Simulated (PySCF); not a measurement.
Species: C4H8FO2Si (doublet state).
Atom-mapped SMILES: `[CH3:1][O:2][Si@@H:3]([F:4])/[CH:5]=[CH:6]\[CH:7][OH:8]` (hydrogens: H9, H10, H11 on C1; H12 on Si3; H13 on C5; H14 on C6; H15 on C7; H16 on O8)

Cartesian coordinates in Å at the GFN2-xTB level; atoms count from 1:
```
atom  x, y, z in Å
C1    -2.4589    0.3325   -1.1753
O2    -1.2507    0.0236   -0.5391
Si3   -0.9554   -0.2265    1.0318
F4    -1.9766   -1.3603    1.5781
C5     0.7678   -0.8874    1.1706
C6     1.9022   -0.4465    0.5118
C7     1.9311    0.5369   -0.4407
O8     3.0424    0.9481   -1.0818
H9    -2.7804    1.3448   -0.9186
H10   -3.2426   -0.3699   -0.8851
H11   -2.2939    0.2677   -2.2514
H12   -1.3132    0.9264    1.8552
H13    0.9185   -1.6582    1.9122
H14    2.8496   -0.9226    0.7544
H15    1.0442    1.0589   -0.7568
H16    3.8082    0.4414   -0.7766
```

The hyperfine couplings belong to this conformer and change with its torsions.

The calculation used PySCF 2.14.0, UKS B3LYP, pcH-1 on C F H O Si, non-relativistic, mean-field spin-orbit, GIAO. The structure is a single GFN2-xTB conformer in the gas phase; no vibrational or solvent corrections. A GFN2-xTB geometry isn't a minimum of the functional, and hyperfine couplings can be far from their values at a DFT geometry. The SCF solution wasn't tested for stability.

Largest spin populations (Mulliken): C5 (+0.64), C7 (+0.49), C6 (-0.20) and O8 (+0.10). The positive populations add up to 1.25 and the negative ones to -0.25, together 2S = 1. The angles at C5 add up to 359.8°, so it is planar.

Task: Test a(H) = Q·ρ(C) for the protons on planar carbons with a spin population beyond ±0.08.

Result: 
| H | C | ρ(C) | a(H) (G) | a/ρ (G) |
| --- | --- | --- | --- | --- |
| H13 | C5 | +0.643 | -13.40 | -20.8 |
| H14 | C6 | -0.198 | +2.70 | -13.7 |
| H15 | C7 | +0.490 | -12.48 | -25.5 |

A least-squares line through the origin gives Q = -22.0 G with Mulliken populations. In every row coupling and population have opposite signs. Where ρ is negative the coupling is positive.

Task: Leave H13 and its like out of the fit. How well does the relation then predict its coupling?

Result: The other protons give Q = -23.8 G, so a = -23.8 × 0.643 ≈ -15.31 G, against the computed -13.40 G.

Couplings in gauss use g_iso = 2.0030.

The SMILES draws the unpaired electron on C7; the largest computed Mulliken spin population is on C5 (0.64 against 0.49).
